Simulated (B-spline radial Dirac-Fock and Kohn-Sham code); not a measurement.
## Dipole and non-dipole photoemission parameters of N³⁺ 1s

System: N³⁺, configuration [He] 2s2; threshold 474.0 eV (orbital energy of the model). The computed values come from a radial finite-basis atomic code: Dirac-Hartree-Slater photoionisation with a Latter tail; cross sections with all multipoles, angular parameters from the dipole term and its interference with E2.

For linearly polarised light dσ/dΩ = σ/(4π) [1 + β P₂(cos θ) + (δ + γ cos²θ) sin θ cos φ], with θ from the polarisation vector and φ the angle between the beam and the projection of the electron momentum on the plane normal to the polarisation.

| hν (eV) | σ (kb) | β | γ |
| --- | --- | --- | --- |
| 770 | 149 | 2.000 | 0.319 |
| 800 | 135 | 2.000 | 0.339 |
| 1050 | 64.7 | 2.000 | 0.487 |
| 1100 | 57.0 | 2.000 | 0.512 |
| 1486.9 | 24.7 | 2.000 | 0.682 |
| 1930 | 11.7 | 2.000 | 0.838 |
| 2000 | 10.6 | 2.000 | 0.860 |
| 2450 | 5.84 | 2.000 | 0.991 |
| 2840 | 3.78 | 2.000 | 1.094 |
| 4280 | 1.10 | 2.000 | 1.408 |
| 4720 | ? | ? | ? |
| 5450 | 0.525 | 2.000 | 1.622 |
| 5790 | 0.436 | 2.000 | 1.679 |
| 5880 | 0.415 | 2.000 | 1.694 |
| 6010 | 0.388 | 2.000 | 1.715 |
| 7820 | 0.171 | 2.000 | 1.988 |
| 8047.8 | 0.156 | 2.000 | 2.020 |
| 11700 | 0.0476 | 2.000 | 2.478 |
| 12100 | 0.0428 | 2.000 | 2.522 |
| 15000 | 0.0214 | 2.000 | 2.826 |

Question: Give the values at 4720 eV.

Answer: σ = 0.816 kb, β = 2.000, γ = 1.492. For an s subshell δ is negligible.
